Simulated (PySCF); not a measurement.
Cl$_{3}$Y, singlet, at a GFN2-xTB geometry (such geometries of metal compounds can be far from the true shape) (core potentials on Y); HF/def2-SV(P) (PySCF).

PySCF was given this input:
```python
from pyscf import gto, scf

mol = gto.M(
    atom='''
Y     0.23273299    0.60598762    0.37640734
Cl    1.71306890   -0.82911873   -0.86829729
Cl   -0.87640660   -1.25795858    1.42317771
Cl   -1.37057916    0.69687040   -1.41840315
''',
    basis='def2-sv(p)',
    ecp={'Y': 'def2-sv(p)'},
    verbose=4,
)

mf = scf.RHF(mol)
mf.kernel()
```

Question: Predict the main parts of the log of this PySCF run.

Answer: 
```
PySCF version 2.14.0

[INPUT] verbose = 4
[INPUT] num. atoms = 4
[INPUT] num. electrons = 62
[INPUT] charge = 0
[INPUT] spin (= nelec alpha-beta = 2S) = 0
[INPUT] symmetry False subgroup None
[INPUT] Mole.unit = angstrom
[INPUT] Symbol           X                Y                Z      unit          X                Y                Z       unit  Magmom
[INPUT]  1 Y      0.232732990000   0.605987620000   0.376407340000 AA    0.439801611251   1.145150636677   0.711306783876 Bohr   0.0
[INPUT]  2 Cl     1.713068900000  -0.829118730000  -0.868297290000 AA    3.237231053510  -1.566807324447  -1.640844072802 Bohr   0.0
[INPUT]  3 Cl    -0.876406600000  -1.257958580000   1.423177710000 AA   -1.656168447761  -2.377197192247   2.689416098486 Bohr   0.0
[INPUT]  4 Cl    -1.370579160000   0.696870400000  -1.418403150000 AA   -2.590019244436   1.316894200316  -2.680393487720 Bohr   0.0

nuclear repulsion = 254.942131039044
number of shells = 34
number of NR pGTOs = 158
number of NR cGTOs = 78
basis = def2-sv(p)
ecp = {'Y': 'def2-sv(p)'}

******** <class 'pyscf.scf.hf.RHF'> ********
method = RHF
initial guess = minao
damping factor = 0
level_shift factor = 0
DIIS = <class 'pyscf.scf.diis.CDIIS'>
diis_start_cycle = 1
diis_space = 8
diis_damp = 0
SCF conv_tol = 1e-09
SCF conv_tol_grad = None
SCF max_cycles = 50
direct_scf = True
direct_scf_tol = 1e-13
Set gradient conv threshold to 3.16228e-05
Initial guess from minao.
init E= -1410.86733034825
  HOMO = -0.598255949671425  LUMO = -0.291853731239232  gap/eV = 8.33763
cycle= 1 E= -1416.12167110634  delta_E= -5.25  |g|= 0.581  |ddm|= 4.31
  HOMO = -0.376864075311607  LUMO = -0.0377620827411391  gap/eV = 9.22744
cycle= 2 E= -1416.18199477571  delta_E= -0.0603  |g|= 0.139  |ddm|= 0.934
  HOMO = -0.412905070035751  LUMO = -0.0474351577329237  gap/eV = 9.94494
cycle= 3 E= -1416.18764118505  delta_E= -0.00565  |g|= 0.0326  |ddm|= 0.192
  HOMO = -0.411803778028555  LUMO = -0.0448698051788909  gap/eV = 9.98478
cycle= 4 E= -1416.18812976742  delta_E= -0.000489  |g|= 0.00815  |ddm|= 0.0698
  HOMO = -0.410676800404141  LUMO = -0.0454219349496121  gap/eV = 9.93909
cycle= 5 E= -1416.18819170341  delta_E= -6.19e-05  |g|= 0.00326  |ddm|= 0.0256
  HOMO = -0.411147547461153  LUMO = -0.0450797107508016  gap/eV = 9.96121
cycle= 6 E= -1416.18820017376  delta_E= -8.47e-06  |g|= 0.000524  |ddm|= 0.012
  HOMO = -0.411130935877121  LUMO = -0.0451765500008001  gap/eV = 9.95813
cycle= 7 E= -1416.18820043447  delta_E= -2.61e-07  |g|= 0.000141  |ddm|= 0.00155
  HOMO = -0.411136586739102  LUMO = -0.0451647166513247  gap/eV = 9.95860
cycle= 8 E= -1416.18820045386  delta_E= -1.94e-08  |g|= 3.81e-05  |ddm|= 0.000369
  HOMO = -0.411140363016007  LUMO = -0.0451649277944171  gap/eV = 9.95870
cycle= 9 E= -1416.18820045554  delta_E= -1.68e-09  |g|= 9.09e-06  |ddm|= 0.000118
  HOMO = -0.411141002842241  LUMO = -0.0451644008397771  gap/eV = 9.95873
cycle= 10 E= -1416.18820045563  delta_E= -9.35e-11  |g|= 1.58e-06  |ddm|= 3.08e-05
  HOMO = -0.411140976287516  LUMO = -0.045164359884069  gap/eV = 9.95873
Extra cycle  E= -1416.18820045564  delta_E= -5.46e-12  |g|= 6.32e-07  |ddm|= 3.76e-06
converged SCF energy = -1416.18820045564
```
